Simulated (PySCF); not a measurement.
PySCF input file for WO2Cl2, SMILES [O]=[W]([Cl])([Cl])=[O], multiplicity 1, TDDFT-PBE/def2-SVPD. Geometry: PBE-D3(BJ)/def2-SVP. The multiplicity is an assumed one; no other spin state was optimised. The isomer is the one that the SMILES or the coordinates give; other isomers of the formula were not compared. The def2 effective core potentials stand for the cores of W; spin–orbit coupling is left out.

```python
import numpy as np
from pyscf import gto, scf, dft, tdscf

mol = gto.M(
    atom='''
    W     0.00000000    0.00000000    0.20173974
    O    -0.00000000   -1.36896915    1.23458265
    O     0.00000001    1.36896915    1.23458265
    Cl   -1.92604501    0.00000000   -1.02006067
    Cl    1.92604500   -0.00000000   -1.02006068
    ''',
    basis='def2-SVPD',
    ecp={'W': 'def2-svp'},
    charge=0,
    spin=0,
    symmetry=True,
    max_memory=1600,
    verbose=4,
)
mf = dft.RKS(mol, xc='pbe').density_fit(auxbasis='def2-universal-jkfit')
mf.grids.level = 3
mf.conv_tol = 1e-9
mf.max_cycle = 100
mf.kernel()
mf.grids = dft.Grids(mol).set(level=1).build(with_non0tab=True)  # coarser grid for the response kernel
td = tdscf.TDDFT(mf)
td.singlet = True
td.nstates = 10
td.conv_tol = 1e-4
td.positive_eig_threshold = 1e-6
td.kernel(x0=td.get_init_guess(mf, 15))
td.analyze()
tt = tdscf.TDA(mf)
tt.singlet = False
tt.nstates = 4
tt.conv_tol = 1e-4
tt.positive_eig_threshold = 1e-6
tt.kernel(x0=tt.get_init_guess(mf, 9))
tt.analyze(verbose=3)
```

Log of the run:

```
PySCF version 2.14.0

[INPUT] verbose = 4
[INPUT] num. atoms = 5
[INPUT] num. electrons = 64
[INPUT] charge = 0
[INPUT] spin (= nelec alpha-beta = 2S) = 0
[INPUT] symmetry True subgroup None
[INPUT] Mole.unit = angstrom
[INPUT] Symbol           X                Y                Z      unit          X                Y                Z       unit  Magmom
[INPUT]  1 W      0.000000000000   0.000000000000   0.201739740000 AA    0.000000000000   0.000000000000   0.381232857041 Bohr   0.0
[INPUT]  2 O      0.000000000000  -1.368969150000   1.234582650000 AA    0.000000000000  -2.586976766479   2.333023086640 Bohr   0.0
[INPUT]  3 O      0.000000010000   1.368969150000   1.234582650000 AA    0.000000018897   2.586976766479   2.333023086640 Bohr   0.0
[INPUT]  4 Cl    -1.926045010000   0.000000000000  -1.020060670000 AA   -3.639697572485   0.000000000000  -1.927635296740 Bohr   0.0
[INPUT]  5 Cl     1.926045000000   0.000000000000  -1.020060680000 AA    3.639697553588   0.000000000000  -1.927635315638 Bohr   0.0

nuclear repulsion = 319.767267786156
point group symmetry = C2v
symmetry origin: [-1.37157537e-09  0.00000000e+00  3.20034264e-09]
symmetry axis x: [ 1.00000000e+00  1.13911256e-09 -8.72130635e-10]
symmetry axis y: [ 1.13911256e-09 -1.00000000e+00 -1.21549467e-15]
symmetry axis z: [ 8.72130635e-10 -1.30089860e-15  1.00000000e+00]
num. orbitals of irrep A1 = 51
num. orbitals of irrep A2 = 18
num. orbitals of irrep B1 = 34
num. orbitals of irrep B2 = 32
number of shells = 53
number of NR pGTOs = 216
number of NR cGTOs = 135
basis = def2-SVPD
ecp = {'W': 'def2-svp'}


[settings echo left out]
init E= -1125.00856529853
HOMO (B1) = -0.525424020985187  LUMO (A1) = -0.341529509484011  gap/eV = 5.00402
cycle= 1 E= -1136.77627081499  delta_E= -11.8  |g|= 1.59  |ddm|= 7.39
HOMO (A1) = -0.0935340918748656  LUMO (A1) = -0.045628704296054  gap/eV = 1.30357
cycle= 2 E= -1123.62565306558  delta_E= 13.2  |g|=  6.2  |ddm|= 9.83
HOMO (B1) = -0.257403320557418  LUMO (A1) = -0.101298777916564  gap/eV = 4.24782
cycle= 3 E= -1137.22469229036  delta_E= -13.6  |g|= 0.56  |ddm|= 9.57
HOMO (B2) = -0.331474371677262  LUMO (A1) = -0.180218626419662  gap/eV = 4.11588
cycle= 4 E= -1137.28966761955  delta_E= -0.065  |g|= 0.317  |ddm|= 0.997
HOMO (B2) = -0.318348217181082  LUMO (A1) = -0.168254133138118  gap/eV = 4.08427
cycle= 5 E= -1137.30522324504  delta_E= -0.0156  |g|= 0.167  |ddm|= 0.457
HOMO (B2) = -0.301898432217211  LUMO (A1) = -0.154578445473721  gap/eV = 4.00878
cycle= 6 E= -1137.31231159857  delta_E= -0.00709  |g|= 0.0514  |ddm|= 0.221
HOMO (B2) = -0.304695348364828  LUMO (A1) = -0.155956615433677  gap/eV = 4.04739
cycle= 7 E= -1137.31287650857  delta_E= -0.000565  |g|= 0.0278  |ddm|= 0.0601
HOMO (B2) = -0.304621797799181  LUMO (A1) = -0.156442955523044  gap/eV = 4.03215
cycle= 8 E= -1137.31299088685  delta_E= -0.000114  |g|= 0.0157  |ddm|= 0.0122
HOMO (B2) = -0.304005807624807  LUMO (A1) = -0.156445081297358  gap/eV = 4.01533
cycle= 9 E= -1137.31303667699  delta_E= -4.58e-05  |g|= 0.00547  |ddm|= 0.00833
HOMO (B2) = -0.303768208359892  LUMO (A1) = -0.156516493271083  gap/eV = 4.00692
cycle= 10 E= -1137.31304253623  delta_E= -5.86e-06  |g|= 0.000389  |ddm|= 0.00368
HOMO (B2) = -0.303792911304202  LUMO (A1) = -0.156543068669856  gap/eV = 4.00687
cycle= 11 E= -1137.31304257895  delta_E= -4.27e-08  |g|= 6.94e-05  |ddm|= 0.000476
HOMO (B2) = -0.303793982844272  LUMO (A1) = -0.156541079994242  gap/eV = 4.00696
cycle= 12 E= -1137.31304258035  delta_E= -1.4e-09  |g|= 1e-05  |ddm|= 8.98e-05
HOMO (B2) = -0.303793043043521  LUMO (A1) = -0.156540170822997  gap/eV = 4.00695
cycle= 13 E= -1137.31304258037  delta_E= -2e-11  |g|= 4.05e-06  |ddm|= 1.39e-05
HOMO (B2) = -0.303794265471201  LUMO (A1) = -0.1565410773731  gap/eV = 4.00696
Extra cycle  E= -1137.31304258036  delta_E= 1.16e-11  |g|= 6.6e-06  |ddm|= 1.01e-05
converged SCF energy = -1137.31304258036
tot grids = 31928
Overwritten attributes  positive_eig_threshold  of <class 'pyscf.tdscf.rks.CasidaTDDFT'>


******** <class 'pyscf.tdscf.rks.CasidaTDDFT'> for <class 'pyscf.df.df_jk.DFSymAdaptedRKS'> ********
nstates = 10 singlet
deg_eia_thresh = 1.000e-03
wfnsym = None
conv_tol = 0.0001
eigh lindep = 1e-12
eigh level_shift = 0
eigh max_cycle = 100


Excitation energies (eV)
[4.16965547 4.58610838 4.65068423 4.87851352 4.87863705 5.03947553
 5.11145255 5.26084619 5.39195923 5.40991937]

** Singlet excitation energies and oscillator strengths **
Excited State   1:   B2      4.16966 eV    297.35 nm  f=0.0036
      32 -> 33       -0.69591
Excited State   2:   A2      4.58611 eV    270.35 nm  f=0.0000
      31 -> 33       -0.70567
Excited State   3:   B1      4.65068 eV    266.59 nm  f=0.0001
      30 -> 33       -0.25756
      32 -> 34       -0.65393
Excited State   4:   B1      4.87851 eV    254.14 nm  f=0.0296
      27 -> 33       -0.17313
      29 -> 34       -0.13287
      30 -> 33        0.61247
      32 -> 34       -0.26561
Excited State   5:   B2      4.87864 eV    254.14 nm  f=0.0001
      29 -> 33       -0.70039
Excited State   6:   A1      5.03948 eV    246.03 nm  f=0.0007
      28 -> 33        0.59080
      31 -> 34       -0.38491
Excited State   7:   A2      5.11145 eV    242.56 nm  f=0.0000
      32 -> 35       -0.70426
Excited State   8:   B2      5.26085 eV    235.67 nm  f=0.0017
      27 -> 34        0.13230
      30 -> 34        0.65333
      31 -> 35       -0.19487
Excited State   9:   A1      5.39196 eV    229.94 nm  f=0.0145
      27 -> 35       -0.11178
      28 -> 33       -0.28647
      30 -> 35        0.39768
      31 -> 34       -0.48839
Excited State  10:   B1      5.40992 eV    229.18 nm  f=0.0000
      27 -> 33       -0.46232
      29 -> 34        0.53307

** Transition electric dipole moments (AU) **
state          X           Y           Z        Dip. S.      Osc.
  1        -0.0000     -0.1877      0.0000      0.0352      0.0036
  2        -0.0000      0.0000      0.0000      0.0000      0.0000
  3         0.0351     -0.0000     -0.0000      0.0012      0.0001
  4        -0.4979     -0.0000      0.0000      0.2479      0.0296
  5        -0.0000      0.0212     -0.0000      0.0005      0.0001
  6        -0.0000     -0.0000     -0.0773      0.0060      0.0007
  7        -0.0000      0.0000     -0.0000      0.0000      0.0000
  8         0.0000     -0.1137      0.0000      0.0129      0.0017
  9         0.0000     -0.0000      0.3314      0.1098      0.0145
 10        -0.0030      0.0000      0.0000      0.0000      0.0000

WARN: ECP detected. Skipping calculation of transition velocity and magnetic dipole moments, which have not yet been implemented.

Overwritten attributes  positive_eig_threshold  of <class 'pyscf.tdscf.rks.TDA'>


******** <class 'pyscf.tdscf.rks.TDA'> for <class 'pyscf.df.df_jk.DFSymAdaptedRKS'> ********
nstates = 4 triplet
deg_eia_thresh = 1.000e-03
wfnsym = None
conv_tol = 0.0001
eigh lindep = 1e-12
eigh level_shift = 0
eigh max_cycle = 100


Excitation energies (eV)
[3.8238648  4.29831015 4.40664619 4.42466696]

** Triplet excitation energies and oscillator strengths **
Excited State   1:   B2      3.82386 eV    324.24 nm  f=0.0000
Excited State   2:   B1      4.29831 eV    288.45 nm  f=0.0000
Excited State   3:   A2      4.40665 eV    281.36 nm  f=0.0000
Excited State   4:   B1      4.42467 eV    280.21 nm  f=0.0000
```

Self-consistency was reached.
